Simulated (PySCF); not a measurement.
# Relaxation of singlet CrNI3

Level of theory: PySCF, PBE0, basis Cr def2-SVP, N def2-SVP, I def2-SVP with ECP28 (scalar-relativistic core potentials, no spin–orbit coupling, density fitting). A (50,194) grid was used.

A hand-made tetrahedral start, of C3v symmetry, held to at least that symmetry:

```xyz
5
charge 0 multiplicity 1, angstrom
Cr    0.0000   -0.5477   -0.3874
N     0.0000   -1.9438   -1.3749
I     2.0821   -0.5479    1.0848
I    -2.0821   -0.5479    1.0848
I     0.0000    1.5345   -1.8594
```

(1) What does it relax to?

(2) How much energy is released, and in how many steps?

## Answers

(1) It ends at C3v with Cr–I 2.464 Å (×3), Cr–N 1.475 Å; I–Cr–I 113.7° (×3), I–Cr–N 104.9° (×3) (after a last refinement on a finer grid). No frequency check is given, so it may be a saddle point. Other isomers or separated fragments may lie lower.

(2) 144.8 kJ/mol in 6 steps.

Stability towards spin polarisation was not tested.
